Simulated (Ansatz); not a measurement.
Two isomers of BClH5NSi: A = `NB[SiH2]Cl`, B = `BN[SiH2]Cl`.

Gas-phase electronic energies from Ansatz, PBE0-D4/def2-TZVP geometries. CCSD(T)/CBS adds triple-zeta CCSD(T) − MP2 to the extrapolated MP2 energy (def2 sets, frozen cores). DFT in def2-TZVPP. B3LYP here is the variant with VWN-RPA as its local correlation; programs differ in this. Each species was taken in one conformer, which may not be the lowest.

A:

Z-matrix (Å, degrees):
```
Si
B 1 2.014
Cl 1 2.073 2 109.0
H 1 1.487 2 113.3 3 -118.8
H 1 1.491 2 113.0 3 118.4
N 2 1.384 1 120.3 3 -120.0
H 2 1.198 1 121.4 3 59.7
H 6 1.008 2 123.0 1 179.5
H 6 1.007 2 123.7 1 0.3
```

B:

Z-matrix (Å, degrees):
```
Si
N 1 1.730
Cl 1 2.055 2 111.1
H 1 1.480 2 110.0 3 117.1
H 1 1.475 2 108.1 3 -119.1
B 2 1.403 1 125.7 3 106.7
H 2 1.011 1 117.1 3 -71.9
H 6 1.197 2 118.7 1 0.6
H 6 1.196 2 119.6 1 -179.7
```

Problem. Which is lower in electronic energy at CCSD(T)/CBS, and by how much? (An estimate is asked.)

Solution. Computed: B, by 16.0 kcal/mol.

Problem. Give E(B) − E(A) in kcal/mol with BLYP-D4, CCSD(T)/def2-SVP, B3LYP-D4, LDA (SPW92), B3LYP, PBE-D4, r2SCAN-D4. (Estimate.)

Solution. Ansatz gave: BLYP-D4 -14.3, CCSD(T)/def2-SVP -13.9, B3LYP-D4 -15.3, LDA (SPW92) -11.9, B3LYP -14.8, PBE-D4 -11.5, r2SCAN-D4 -14.6. None reverses the order clearly.

Problem. Does the order hold for the free energy at 298.15 K (harmonic terms from PBE0-D4)? (An estimate is asked.)

Solution. Computed: Yes: G(B) − G(A) = -16.6 kcal/mol, for one conformer each. Modes under 60 cm⁻¹, often nearly free rotors, make the harmonic entropy too high.

Largest T1 diagnostic: 0.012.

Leaving LDA and LC-ωPBE aside and taking each functional with its dispersion term where it has one, the values, not all of them listed here, spread over 5.7 kcal/mol, from BHLYP-D4 to PBE-D4. From PBE to PBE0 (25 % exact exchange), in def2-TZVPP and without D4, E(B) − E(A) moves by −1.6 kcal/mol.
